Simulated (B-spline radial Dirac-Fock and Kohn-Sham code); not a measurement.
**W⁵⁺: non-radiative channels of the 3p1/2 vacancy**

System: the W⁵⁺ ion in the configuration [Xe] 4f14 5d1, inside a Watson sphere of charge -5 and radius 2.7 Å (a model of the Madelung potential; inside it an electron's potential energy is raised by 26.7 eV).

Model: one-electron (LDA, Dirac) transition rates at Dirac-Fock energies. Program: a B-spline atomic structure program. Kinetic energies are configuration averages from the vacuum level; the two-hole energies are estimated from single-hole states.

```
transition  kinetic energy (eV)  width (meV)  share (%)
   M2-M4N1                23.54          772        6.5
   M2-M4N2                127.6          760        6.4
   M2-M3N6                184.0          415        3.5
   M2-M3N7                186.8          410        3.4
   M2-M5N2                189.4          854        7.1
   M2-M4N3                196.5          849        7.1
   M2-M4N4                368.2          301        2.5
   M2-M4N5                379.8          359        3.0
   M2-M4N6                598.3         2010       16.8
   M2-M4N7                599.6         3080       25.7
```

Coster-Kronig rates are the weakest part of this model and often come out 1.5 to 2.5 times too large. The listed channels hold 82 % of the non-radiative rate. Summed by principal shells, of 12.0 eV in all: MMN 85.2 %, MNN 8.2 %, MMO 5.5 %, MNO 1.1 %.

Values without a named source are computed, but for edge energies of neutral atoms, which are taken from tables.
